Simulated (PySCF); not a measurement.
PySCF job for In(CF3)(OH)2 (CH2F3InO2), SMILES [OH][In]([OH])[C](F)(F)F, TDA-B3LYP/def2-SVPD. Geometry optimised at PBE-D3(BJ)/def2-SVP. The structure was generated by enumeration; whether it is a known compound was not checked. The def2 effective core potentials stand for the cores of In; spin–orbit coupling is left out. Other conformers were not sampled.

```python
import numpy as np
from pyscf import gto, scf, dft, tdscf

mol = gto.M(
    atom='''
    In    0.25719498    0.47072286    0.38935052
    C    -0.60008032   -1.12170326   -0.91661784
    F    -1.95197262   -1.15031278   -0.81437349
    F    -0.13876866   -2.34871782   -0.59884874
    F    -0.29752710   -0.89199275   -2.21862346
    O     1.45737991   -0.00381429    1.93667023
    H     1.72358593    0.82443237    2.38351373
    O    -0.03408461    2.46632322    0.22121328
    H    -0.61760524    2.65950587   -0.53843883
    ''',
    basis='def2-SVPD',
    ecp={'In': 'def2-svp'},
    charge=0,
    spin=0,
    max_memory=1600,
    verbose=4,
)
mf = dft.RKS(mol, xc='b3lyp').density_fit(auxbasis='def2-universal-jkfit')
mf.grids.level = 3
mf.conv_tol = 1e-9
mf.max_cycle = 100
mf.kernel()
mf.grids = dft.Grids(mol).set(level=1).build(with_non0tab=True)  # coarser grid for the response kernel
td = tdscf.TDA(mf)
td.singlet = True
td.nstates = 10
td.conv_tol = 1e-4
td.positive_eig_threshold = 1e-6
td.kernel(x0=td.get_init_guess(mf, 15))
td.analyze()
tt = tdscf.TDA(mf)
tt.singlet = False
tt.nstates = 4
tt.conv_tol = 1e-4
tt.positive_eig_threshold = 1e-6
tt.kernel(x0=tt.get_init_guess(mf, 9))
tt.analyze(verbose=3)
```

Output:

```
PySCF version 2.14.0

[INPUT] verbose = 4
[INPUT] num. atoms = 9
[INPUT] num. electrons = 72
[INPUT] charge = 0
[INPUT] spin (= nelec alpha-beta = 2S) = 0
[INPUT] symmetry False subgroup None
[INPUT] Mole.unit = angstrom
[INPUT] Symbol           X                Y                Z      unit          X                Y                Z       unit  Magmom
[INPUT]  1 In     0.257194980000   0.470722860000   0.389350520000 AA    0.486028072813   0.889537285972   0.735765849257 Bohr   0.0
[INPUT]  2 C     -0.600080320000  -1.121703260000  -0.916617840000 AA   -1.133987457541  -2.119711954432  -1.732156678490 Bohr   0.0
[INPUT]  3 F     -1.951972620000  -1.150312780000  -0.814373490000 AA   -3.688693654450  -2.173776111787  -1.538942859206 Bohr   0.0
[INPUT]  4 F     -0.138768660000  -2.348717820000  -0.598848740000 AA   -0.262234762073  -4.438433423686  -1.131660108641 Bohr   0.0
[INPUT]  5 F     -0.297527100000  -0.891992750000  -2.218623460000 AA   -0.562244733636  -1.685622002598  -4.192590712935 Bohr   0.0
[INPUT]  6 O      1.457379910000  -0.003814290000   1.936670230000 AA    2.754048889343  -0.007207963460   3.659776328298 Bohr   0.0
[INPUT]  7 H      1.723585930000   0.824432370000   2.383513730000 AA    3.257105359854   1.557951387526   4.504188163841 Bohr   0.0
[INPUT]  8 O     -0.034084610000   2.466323220000   0.221213280000 AA   -0.064410577963   4.660675420455   0.418032514317 Bohr   0.0
[INPUT]  9 H     -0.617605240000   2.659505870000  -0.538438830000 AA   -1.167104756696   5.025737720973  -1.017501923531 Bohr   0.0

nuclear repulsion = 444.100095611592
number of shells = 73
number of NR pGTOs = 282
number of NR cGTOs = 183
basis = def2-SVPD
ecp = {'In': 'def2-svp'}


[settings echo left out]
init E= -658.172035619162
  HOMO = -0.696920812947799  LUMO = -0.56456047712354  gap/eV = 3.60171
cycle= 1 E= -678.024237352127  delta_E= -19.9  |g|= 2.23  |ddm|=   16
  HOMO = -0.0658440097564755  LUMO = -0.060741886308951  gap/eV = 0.13884
cycle= 2 E= -663.949136880242  delta_E= 14.1  |g|= 7.13  |ddm|= 20.8
  HOMO = -0.18654160121671  LUMO = -0.0696464309832798  gap/eV = 3.18088
cycle= 3 E= -678.801048143653  delta_E= -14.9  |g|= 1.27  |ddm|=   19
  HOMO = -0.257489580165539  LUMO = -0.106557229733919  gap/eV = 4.10708
cycle= 4 E= -679.059681208599  delta_E= -0.259  |g|= 0.714  |ddm|= 2.72
  HOMO = -0.315287103003982  LUMO = -0.103884979296833  gap/eV = 5.75254
cycle= 5 E= -679.149695370819  delta_E= -0.09  |g|= 0.236  |ddm|= 0.756
  HOMO = -0.302368991053608  LUMO = -0.0936738085711646  gap/eV = 5.67889
cycle= 6 E= -679.161401817626  delta_E= -0.0117  |g|= 0.0789  |ddm|= 0.293
  HOMO = -0.317137621480541  LUMO = -0.0968145263056357  gap/eV = 5.99530
cycle= 7 E= -679.162911638284  delta_E= -0.00151  |g|= 0.0064  |ddm|= 0.113
  HOMO = -0.3159242375466  LUMO = -0.0960143453043187  gap/eV = 5.98405
cycle= 8 E= -679.162917267049  delta_E= -5.63e-06  |g|= 0.0041  |ddm|= 0.0106
  HOMO = -0.31586872466224  LUMO = -0.0960312003583041  gap/eV = 5.98208
cycle= 9 E= -679.1629197027  delta_E= -2.44e-06  |g|= 0.00214  |ddm|= 0.00467
  HOMO = -0.315742381099711  LUMO = -0.0960193588998806  gap/eV = 5.97897
cycle= 10 E= -679.162920500368  delta_E= -7.98e-07  |g|= 0.000634  |ddm|= 0.0023
  HOMO = -0.315754317646176  LUMO = -0.0960104185345259  gap/eV = 5.97954
cycle= 11 E= -679.162920571037  delta_E= -7.07e-08  |g|= 0.000191  |ddm|= 0.00064
  HOMO = -0.315755182703809  LUMO = -0.0960168167655553  gap/eV = 5.97939
cycle= 12 E= -679.16292057784  delta_E= -6.8e-09  |g|= 4.09e-05  |ddm|= 0.000238
  HOMO = -0.315756600450633  LUMO = -0.096016172707774  gap/eV = 5.97944
cycle= 13 E= -679.162920578082  delta_E= -2.42e-10  |g|= 2.03e-05  |ddm|= 5.66e-05
  HOMO = -0.315756757316401  LUMO = -0.0960147693831956  gap/eV = 5.97948
Extra cycle  E= -679.162920577966  delta_E= 1.16e-10  |g|= 3.3e-05  |ddm|= 4.03e-05
converged SCF energy = -679.162920577966
tot grids = 44472
Overwritten attributes  positive_eig_threshold  of <class 'pyscf.tdscf.rks.TDA'>


******** <class 'pyscf.tdscf.rks.TDA'> for <class 'pyscf.df.df_jk.DFRKS'> ********
nstates = 10 singlet
deg_eia_thresh = 1.000e-03
wfnsym = None
conv_tol = 0.0001
eigh lindep = 1e-12
eigh level_shift = 0
eigh max_cycle = 100


Excitation energies (eV)
[4.7520093  5.26635299 5.5101255  5.87355599 5.96768968 6.18979001
 6.66111766 6.76552738 7.14471789 7.39050055]

** Singlet excitation energies and oscillator strengths **
Excited State   1:      4.75201 eV    260.91 nm  f=0.0002
      36 -> 37       -0.70204
Excited State   2:      5.26635 eV    235.43 nm  f=0.0437
      34 -> 37        0.69880
Excited State   3:      5.51013 eV    225.01 nm  f=0.0175
      33 -> 37        0.47249
      35 -> 37        0.13800
      36 -> 38       -0.50302
Excited State   4:      5.87356 eV    211.09 nm  f=0.1189
      32 -> 37        0.16065
      33 -> 37        0.12086
      34 -> 38       -0.41267
      35 -> 37       -0.52271
Excited State   5:      5.96769 eV    207.76 nm  f=0.0102
      35 -> 38        0.69840
Excited State   6:      6.18979 eV    200.30 nm  f=0.0000
      33 -> 38        0.70301
Excited State   7:      6.66112 eV    186.13 nm  f=0.2257
      33 -> 37       -0.34582
      34 -> 38        0.27955
      35 -> 37       -0.26600
      35 -> 39        0.16216
      35 -> 40        0.10368
      36 -> 38       -0.37784
Excited State   8:      6.76553 eV    183.26 nm  f=0.2737
      33 -> 37        0.32097
      33 -> 39        0.11133
      34 -> 38        0.42775
      35 -> 37       -0.30067
      36 -> 38        0.24906
Excited State   9:      7.14472 eV    173.53 nm  f=0.0202
      34 -> 39        0.15917
      36 -> 39       -0.67903
Excited State  10:      7.39050 eV    167.76 nm  f=0.0137
      32 -> 37       -0.65442
      34 -> 38       -0.14985
      35 -> 39       -0.14381

** Transition electric dipole moments (AU) **
state          X           Y           Z        Dip. S.      Osc.
  1        -0.0276     -0.0032      0.0242      0.0014      0.0002
  2         0.4662      0.0401     -0.3457      0.3384      0.0437
  3        -0.0483      0.3555     -0.0281      0.1295      0.0175
  4        -0.3535     -0.6545     -0.5224      0.8263      0.1189
  5         0.1883     -0.0177     -0.1849      0.0699      0.0102
  6        -0.0126      0.0079      0.0039      0.0002      0.0000
  7         0.2044     -1.1485      0.1499      1.3832      0.2257
  8        -0.6993     -0.4542     -0.9778      1.6514      0.2737
  9         0.2728      0.0222     -0.2015      0.1155      0.0202
 10        -0.0449     -0.2605     -0.0749      0.0755      0.0137

WARN: ECP detected. Skipping calculation of transition velocity and magnetic dipole moments, which have not yet been implemented.



******** <class 'pyscf.tdscf.rks.TDA'> for <class 'pyscf.df.df_jk.DFRKS'> ********
nstates = 4 triplet
deg_eia_thresh = 1.000e-03
wfnsym = None
conv_tol = 0.0001
eigh lindep = 1e-12
eigh level_shift = 0
eigh max_cycle = 100


Excitation energies (eV)
[4.38618634 4.4463741  4.77539466 4.85100003]

** Triplet excitation energies and oscillator strengths **
Excited State   1:      4.38619 eV    282.67 nm  f=0.0000
Excited State   2:      4.44637 eV    278.84 nm  f=0.0000
Excited State   3:      4.77539 eV    259.63 nm  f=0.0000
Excited State   4:      4.85100 eV    255.58 nm  f=0.0000
```

The run converged.

Cost: around 4 core-minutes (rough).
